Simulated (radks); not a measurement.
Results of a calculation; reference values are marked as such.
The table gives one normalised radial function P(r) = r R(r) (large component) of C+ in [He] 2s2 3d1 (r in bohr). Code: a radial shooting solver on a logarithmic mesh with Libxc functionals. Model: Dirac Kohn-Sham, PBE, spin-unpolarised, spherical densities, point nucleus; open shells are shared between the two j in proportion to 2j + 1.

r           P
0.009437   0.0644
0.012      0.0806
0.01525    0.1004
0.01939    0.1244
0.02465    0.1531
0.03158    0.1879
0.04015    0.2263
0.05104    0.2686
0.06489    0.3123
0.08249    0.3538
0.1049     0.3868
0.1333     0.4024
0.1695     0.3893
0.2154     0.3346
0.2739     0.2265
0.3482     0.0590
0.4461    -0.1706
0.5672    -0.4234
0.721     -0.6648
0.9166    -0.8411
1.165     -0.8945
1.481     -0.8007
1.883     -0.5951
2.394     -0.3585
3.043     -0.1686
3.869     -0.0595
4.957     -0.0139
6.302     -0.0021
8.012     -0.0002
10.18     0.0000
12.95     0.0000
16.46     0.0000

Which n and l does it have? It may be an empty orbital.

Answer. n = 2, l = 0: the number of nodes gives n - l - 1 = 1, the rise at small r points to l (this Dirac orbital starts as r^gamma with gamma = sqrt((l + 1)^2 - (Z/c)^2) = 1.00; the j = 1/2 orbital of l + 1 starts with the same power, but with a smaller coefficient, and then steepens), and the extent must fit the shell. The curve is that of 2s1/2. 2s1/2: eigenvalue -33.927 eV, 1 radial node at r = 0.373 bohr, <r> = 1.37 bohr, 90 % of the charge inside 2.13 bohr.
